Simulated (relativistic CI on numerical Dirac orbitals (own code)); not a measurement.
## Sensitivity of the levels of Hf⁵²⁺ to α and to the nuclear radius

These numbers are calculated, not measured: Dirac-Coulomb-Breit CI, orbitals from a KLI potential per configuration, derivatives by finite differences, unscaled Slater integrals, QED left out (own radial code, finite nucleus).

Configurations in the expansion (outside the closed core [Ne]): 3s2 3p6 3d2, 3s2 3p5 3d3, 3s 3p6 3d3, 3s2 3p6 3d 4s, 3s2 3p6 3d 4p, 3s2 3p6 4s2. Double excitations out of closed p, d and f shells are left out; levels of such configurations are missing from the list, as are those of other unlisted configurations, and high levels can miss mixing partners.

With x = (α/α₀)² − 1 an excitation energy changes as ω = ω₀ + qx; K = 2q/ω₀ is the relative enhancement. Terms are leading LS components, so labels can repeat. The field-shift factor is F = δν/δ⟨r²⟩ for the transition from the lowest level.

Lowest level 3s2 3p6 3d2 3F_2.

| Level | ω₀ (cm⁻¹) | q (cm⁻¹) | F (GHz/fm²) |
| --- | --- | --- | --- |
| 3s2 3p6 3d2 3P_0 | 186911 | 22130 | 0.677 |
| 3s2 3p6 3d2 3F_3 | 507447 | 540400 | 12.1 |
| 3s2 3p6 3d2 3P_2 | 591353 | 540100 | 11.3 |
| 3s2 3p6 3d2 1G_4 | 616523 | 545000 | 12.5 |
| 3s2 3p6 3d2 3P_1 | 629332 | 550500 | 11.1 |
| 3s2 3p6 3d2 3F_4 | 1081479 | 1.074e+06 | 23.9 |
| 3s2 3p6 3d2 3P_2 | 1146345 | 1.089e+06 | 23.3 |
| 3s2 3p6 3d2 1S_0 | 1348286 | 1.082e+06 | 25.3 |
| 3s2 3p5 3d3 3D°_2 | 2119561 | 137300 | 18.4 |
| 3s2 3p5 3d3 5D°_1 | 2155542 | 163300 | 18.8 |
| 3s2 3p5 3d3 5D°_0 | 2190222 | 151500 | 18.8 |
| 3s2 3p5 3d3 3F°_3 | 2205371 | 132100 | 18.7 |
| 3s2 3p5 3d3 5F°_3 | 2556604 | 661800 | 30 |
| 3s2 3p5 3d3 5G°_4 | 2601110 | 667100 | 30.3 |
| 3s2 3p5 3d3 5S°_2 | 2612084 | 673200 | 29.9 |
| 3s2 3p5 3d3 5D°_2 | 2633821 | 680000 | 29.9 |
| 3s2 3p5 3d3 5D°_1 | 2650302 | 675800 | 28.9 |
| 3s2 3p5 3d3 3G°_5 | 2666962 | 664300 | 30.6 |
| 3s2 3p5 3d3 3G°_3 | 2674066 | 668900 | 30.2 |
| 3s2 3p5 3d3 3H°_6 | 2677031 | 640800 | 30.4 |
| 3s2 3p5 3d3 3P°_0 | 2679671 | 652800 | 29.6 |
| 3s2 3p5 3d3 3F°_4 | 2683182 | 663300 | 30.4 |
| 3s2 3p5 3d3 3G°_4 | 2732743 | 664300 | 30.7 |

At this charge energies of transitions that change n are usually good to better than 1 %, and those within a shell (Δn = 0) to a few per cent.

Problem. Which transition from the lowest level has the largest |K|?

Solution. 3s2 3p6 3d2 3F_3 at 507447 cm⁻¹, K = 2.13.
